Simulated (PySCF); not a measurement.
CH7ClN2Si, SMILES NC[Si@H](Cl)N. Atoms are numbered in the order given.

```xyz
12

N     -2.2124    -1.2264     0.7463
C     -1.5236    -0.3307    -0.1772
Si     0.2215     0.0965     0.3784
N      1.1029    -1.3742     0.5482
Cl     1.0575     1.4364    -0.9982
H     -2.3786    -0.7589     1.6358
H     -1.6167    -2.0253     0.9611
H     -2.1133     0.5904    -0.3174
H     -1.4812    -0.7898    -1.1818
H      0.2543     0.7610     1.7113
H      1.9362    -1.3863     1.1267
H      1.2289    -1.9734    -0.2618
```
Charge 0, spin multiplicity 1.

Geometry optimised at PBE0-D3(BJ)/def2-SVP. The structure was generated by enumeration; whether it is a known compound was not checked. Other conformers were not sampled.

Calculation: SMD-B3LYP/def2-SVP (PySCF).

Solvation free energies are E(SMD) − E(gas) at the gas-phase geometry, for 1 M in both phases. In vacuum the dipole moment is 2.13 D.

```csv
solvent,ΔG(solv) (kcal/mol),its non-electrostatic (CDS) part,dipole (D)
water,-4.3,3.5,2.64
benzene,[?],[?],[?]
diethylether,-5.3,-0.1,2.48
```

### Question
What belongs in the gaps? (Estimate from the structure and the level; the computed values follow.)

### Answer

- benzene, ΔG(solv) (kcal/mol): -3.5
- benzene, its non-electrostatic (CDS) part: 0.0
- benzene, dipole (D): 2.36
